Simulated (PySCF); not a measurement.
A PySCF script (with the pyscf-properties extension) for the NMR shieldings of SMILES ClCC(Cl)(Cl)[SiH]1P[SiH2]P1, C$_{2}$H$_{7}$Cl$_{3}$P$_{2}$Si$_{2}$, on a GFN2-xTB geometry:

```python
import basis_set_exchange as bse
import numpy as np
from pyscf import gto, dft
from pyscf.prop import nmr

atoms = """
Cl   -2.173353    1.680701   -0.838207
C    -2.671405    0.177616   -0.044267
C    -1.441606   -0.654031    0.196672
Cl   -1.850093   -1.928677    1.368286
Cl   -0.906636   -1.416233   -1.318600
Si    0.039379    0.393831    0.851033
P     1.284710    1.070552   -0.895866
Si    2.908890   -0.023691    0.262636
P     1.570845   -0.938434    1.849479
H    -3.128341    0.446614    0.908422
H    -3.403703   -0.320731   -0.681455
H    -0.489258    1.365568    1.814737
H     1.555859    2.324682   -0.377140
H     3.844350    0.893978    0.910330
H     3.584641   -0.997277   -0.591785
H     1.268122   -2.065522    1.109282
"""
names = dict.fromkeys(["Cl", "C", "Si", "P", "H"], "pcSseg-1")
basis = {el: gto.basis.parse(bse.get_basis(n, elements=[el], fmt="nwchem")) for el, n in names.items()}
mol = gto.M(atom=atoms, basis=basis, charge=0, verbose=0)
mf = dft.RKS(mol, xc="PBE0")
mf.grids.level = 2
mf.grids.alignment = dft.numint.BLKSIZE   # the property module wants whole blocks of grid points
mf.conv_tol = 1e-9
mf.kernel()

calc = nmr.RKS(mf)   # GIAO
C = mf.mo_coeff
Co = C[:, mf.mo_occ > 0]
resp = mf.gen_response(singlet=True, hermi=2)
def vind(x):   # induced exchange potential for any number of trial vectors
    d = np.einsum("pi,xij,qj->xpq", C, 2 * x.reshape(-1, C.shape[1], Co.shape[1]), Co, optimize=True)
    return np.einsum("xpq,pi,qj->xij", resp(d - d.transpose(0, 2, 1)), C, Co, optimize=True).ravel()
mo1, _ = nmr.rhf.solve_mo1(calc, with_cphf=vind)
sigma = calc.kernel(mo1)
for i, s in enumerate(sigma):   # ppm
    print("%2d %-2s %9.2f" % (i, mol.atom_pure_symbol(i), np.trace(s) / 3))
```

Q: What are the results?

A: 
```
 0 Cl    829.03
 1 C     123.41
 2 C      96.86
 3 Cl    653.50
 4 Cl    653.31
 5 Si    354.73
 6 P     560.68
 7 Si    423.47
 8 P     584.37
 9 H      27.59
10 H      27.35
11 H      26.24
12 H      28.63
13 H      26.86
14 H      27.02
15 H      29.10
```

These numbers come from an equivalent density-fitted implementation of the same equations, which agrees with the script to about 0.01 ppm for H and up to a few tenths of a ppm for heavy atoms, so last digits may differ.

Size and cost of the density-fitted run: 237 basis functions, 100 s wall time on 1 thread of an Arm Neoverse N1, shared host; peak memory 1.1 GiB.
